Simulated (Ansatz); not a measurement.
`F[SiH2][Si](F)(Cl)Cl` → `F[SiH](Cl)Cl` + `F[SiH]` at 600 K and 1 bar (silylene formation by 1,1-elimination).

Isolated molecules relaxed with PBE0-D4/def2-TZVP in Ansatz; ΔE leaves out vibrations. CBS: MP2 limit from def2 TZ/QZ plus the TZ coupled-cluster correction, frozen cores. This one scheme is used for every species. Each species was taken in one conformer, which may not be the lowest.

```tsv
species	CCSD(T)/CBS energy (Eh)	H − E (kJ/mol)	S (J/(mol·K))
`F[SiH2][Si](F)(Cl)Cl`	-1698.73366	138.5	493.0
`F[SiH](Cl)Cl`	-1309.19911	80.8	368.7
`F[SiH]`	-389.46371	45.2	268.7
```

H − E and S are ideal-gas, rigid-rotor, harmonic terms from PBE0-D4/def2-TZVP, for one conformer and one mirror image of each species. 1 Eh = 2625.50 kJ/mol, R = 8.31446 J/(mol·K).

**Question.** By hand: ΔE, ΔH, ΔS and ΔG.

**Answer.** ΔE = (-1309.19911) + (-389.46371) − (-1698.73366) = 0.07084 Eh = 186.0 kJ/mol. Δ(H − E) = 80.8 + 45.2 − 138.5 = -12.5, so ΔH = 173.5 kJ/mol. ΔS = 368.7 + 268.7 − 493.0 = 144.4 J/(mol·K). ΔG = 173.5 − 600 × (144.4)/1000 = 86.9 kJ/mol.

**Question.** By hand: the equilibrium constant, and the temperature at which ΔG would vanish if ΔH and ΔS stayed fixed.

**Answer.** log₁₀ K = −ΔG/(RT ln 10) = -7.6. ΔG = 0 at ΔH/ΔS = 1202 K.

The number of gas molecules changes by +1, which sets the sign of ΔS. A doubt of 5 kJ/mol in ΔE shifts log₁₀ K by 0.4 here. Other conformers and mirror images would add mixing entropy, several J/(mol·K) or more a flexible species. Modes under 60 cm⁻¹, often nearly free rotors, make the harmonic entropy too high. These are equilibria of isolated gas molecules and say nothing of rates. Largest T1 diagnostic: 0.015 (customary marks: 0.02 for closed shells, 0.045 for open ones).
